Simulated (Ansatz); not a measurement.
System: C3H7Si, charge -1, multiplicity 1. It need not be the lowest isomer of its formula. Whether it binds its extra electron was not tested at this geometry. 
Coordinates optimised at B3LYP-D3(BJ)/def2-TZVP (Ansatz, a first-principles code):
SMILES: [C-](C[SiH3])=C
```xyz
11

C     -2.1944     0.2875     0.2947
C     -1.1769    -0.0254    -0.5206
C     -0.0649    -0.8204     0.1233
Si     1.4415     0.2588    -0.0781
H     -3.0457     0.8919    -0.0275
H     -2.2564    -0.0453     1.3538
H     -0.2145    -1.1119     1.1928
H      0.1499    -1.7417    -0.4371
H      1.8741     0.4126    -1.4940
H      1.2739     1.6224     0.4920
H      2.6550    -0.3011     0.6292
```
Charge -1, spin multiplicity 1.

Basis-set convergence of Hartree-Fock and MP2 correlation energies (hartree) with Ansatz. Correlated levels leave the core frozen unless marked. No spin-orbit coupling. Non-relativistic.

| basis | functions | E(HF) | E(corr, MP2) |
|---|---|---|---|
| aug-cc-pV(D+d)Z | 164 | -406.52712 | -0.55646 |
| aug-cc-pV(T+d)Z | 354 | -406.56645 | -0.66045 |
| aug-cc-pV(Q+d)Z | 651 | -406.57639 | -0.69535 |

Extrapolating the two largest sets (X = 3 and 4) as X^-3: E(corr) = (64·(-0.69535) - 27·(-0.66045))/37 = -0.7208 Eh, an estimate of the basis-set limit. The largest set recovers 96.5 % of it, the smallest 77.2 %.
